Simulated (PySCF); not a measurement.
Choosing a molecule for a target property.

All species are isolated and taken at one optimised geometry, non-relativistic unless stated; the electronic structure was computed with PySCF and density fitting.

Dipoles, sizes and rotational constants follow the conformer. The torsions of the flexible species, by atom-mapped SMILES:
- `[CH3:1][C:2](=[O:3])[SiH2:4][C:5]#[C:6][GeH3:7]`: C1–C2–Si4–C5 6°
- `[CH3:1][CH2:2][O:3][B:4]([Cl:5])[Cl:6]`: C1–C2–O3–B4 88°, C2–O3–B4–Cl5 1°
- `[CH3:1][B:2]([CH3:3])[CH2:4][CH2:5][SH:6]`: C1–B2–C4–C5 -177°, B2–C4–C5–S6 -174°, H–S6–C5–C4 -60°
- `[F:1][C:2]([F:3])([F:4])[O:5][C:6]1=[CH:7][O:8][CH2:9][CH2:10]1`: F1–C2–O5–C6 179°, C2–O5–C6–C7 10°

Problem. Wanted: HOMO–LUMO gap between 8.7 eV and 10 eV (CAM-B3LYP/def2-SVPD) and smallest rotational constant below 3 GHz (PBE0-D3(BJ)/def2-SVP), at PBE0-D3(BJ)/def2-SVP geometries. Which candidate meets both?
A. `CB(C)CCS`
B. `CCOB(Cl)Cl`
C. `FC(F)(F)OC1=COCC1`
D. `N#[C][AlH2]`
E. `CC(=O)[SiH2]C#[C][GeH3]`

Solution. C. Computed values:
```
                species  HOMO–LUMO gap  smallest rotational constant
CC(=O)[SiH2]C#[C][GeH3]        8.14 eV                     0.373 GHz
               CB(C)CCS        8.67 eV                     0.948 GHz
      FC(F)(F)OC1=COCC1        8.79 eV                     0.732 GHz
            N#[C][AlH2]        9.01 eV                     4.686 GHz
             CCOB(Cl)Cl       11.01 eV                     1.096 GHz
```

Problem. Wanted: dipole moment below 2.1 D (CAM-B3LYP/def2-SVPD) and HOMO energy above -9 eV (CAM-B3LYP/def2-SVPD), at PBE0-D3(BJ)/def2-SVP geometries. Which candidate meets both?
A. `CCOB(Cl)Cl`
B. `C(CB(C)C)S`
C. `[H][Al]([H])[C]#N`
D. `FC(F)(OC1CCOC=1)F`

Solution. B. Computed values:
| species | dipole moment | HOMO energy |
| --- | --- | --- |
| C(CB(C)C)S | 1.94 D | -8.05 eV |
| FC(F)(OC1CCOC=1)F | 2.26 D | -7.63 eV |
| CCOB(Cl)Cl | 2.71 D | -10.33 eV |
| [H][Al]([H])[C]#N | 3.51 D | -10.65 eV |

Problem. Wanted: electronic spatial extent ⟨r²⟩ about the centre of nuclear charge between 700 bohr² and 1100 bohr² (CAM-B3LYP/def2-SVPD) and lowest singlet excitation above 5.6 eV (TDDFT CAM-B3LYP/def2-SVPD), at PBE0-D3(BJ)/def2-SVP geometries. Which candidate meets both?
A. `CCOB(Cl)Cl`
B. `N#[C][AlH2]`
C. `FC(F)(F)OC1=COCC1`
D. `CC(=O)[SiH2]C#[C][GeH3]`
E. `CB(C)CCS`

Solution. A. Computed values:
```csv
species,electronic spatial extent ⟨r²⟩ about the centre of nuclear charge,lowest singlet excitation
N#[C][AlH2],271 bohr²,5.26 eV
CCOB(Cl)Cl,1037 bohr²,7.14 eV
CB(C)CCS,1220 bohr²,5.40 eV
FC(F)(F)OC1=COCC1,1500 bohr²,5.84 eV
CC(=O)[SiH2]C#[C][GeH3],2613 bohr²,3.58 eV
```

Problem. Wanted: lowest triplet excitation (Tamm–Dancoff) above 4.9 eV (TDA CAM-B3LYP/def2-SVPD) and static isotropic polarisability below 80 au (CAM-B3LYP/def2-SVPD), at PBE0-D3(BJ)/def2-SVP geometries. Which candidate meets both?
A. `FC(F)(F)OC1=COCC1`
B. `CCOB(Cl)Cl`
C. `N#[C][AlH2]`
D. `CB(C)CCS`
E. `c1ccc2c(c1)Cc1ccccc1C2`

Solution. B. Computed values:
| species | lowest triplet excitation (Tamm–Dancoff) | static isotropic polarisability |
| --- | --- | --- |
| FC(F)(F)OC1=COCC1 | 3.85 eV | 66.4 au |
| c1ccc2c(c1)Cc1ccccc1C2 | 4.02 eV | 154.9 au |
| N#[C][AlH2] | 4.85 eV | 41.8 au |
| CB(C)CCS | 5.01 eV | 85.9 au |
| CCOB(Cl)Cl | 6.91 eV | 69.4 au |
